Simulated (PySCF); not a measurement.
Si(F)(OH)2(SeH) (FH3O2SeSi), SMILES O[Si](O)(F)[SeH]. Atoms are numbered in the order given.

```xyz
8

O     -1.6042    -1.2071     0.6087
Si    -0.8333     0.0711    -0.0716
O     -1.4681     1.4246     0.6251
F     -1.1019     0.1278    -1.6714
Se     1.4142    -0.1503     0.1786
H     -2.4932    -1.0335     0.9449
H     -1.0461     2.2701     0.4319
H      1.6186    -0.0124    -1.2753
```
Charge 0, spin multiplicity 1.

Geometry optimised at B3LYP-D3(BJ)/def2-SVP. The structure was generated by enumeration, and PubChem lists no compound with its InChIKey, so it may never have been made. The values are those of a single conformer.

Computed with B3LYP/pcSseg-1 in PySCF.

GIAO shieldings, no solvent; atoms listed in one row are averaged. δ = σ(ref) − σ: ¹⁷O against H2O (σ = 333.8 ppm); ²⁹Si against TMS (σ = 338.7 ppm); ¹⁹F against CFCl3 (σ = 161.7 ppm); ⁷⁷Se against Me2Se (σ = 1647.9 ppm); ¹H against TMS (σ = 31.68 ppm), references at their B3LYP-D3(BJ)/def2-TZVP geometries, non-relativistic.

Computed chemical shifts:
| nucleus | atoms | count | δ (ppm) |
|---|---|---|---|
| ¹⁷O | O3 | 1 | 88.3 |
| ¹⁷O | O1 | 1 | 66.0 |
| ²⁹Si | Si2 | 1 | -30.4 |
| ¹⁹F | F4 | 1 | -109.8 |
| ⁷⁷Se | Se5 | 1 | -455.8 |
| ¹H | H6 | 1 | 2.89 |
| ¹H | H7 | 1 | 2.67 |
| ¹H | H8 | 1 | 1.15 |
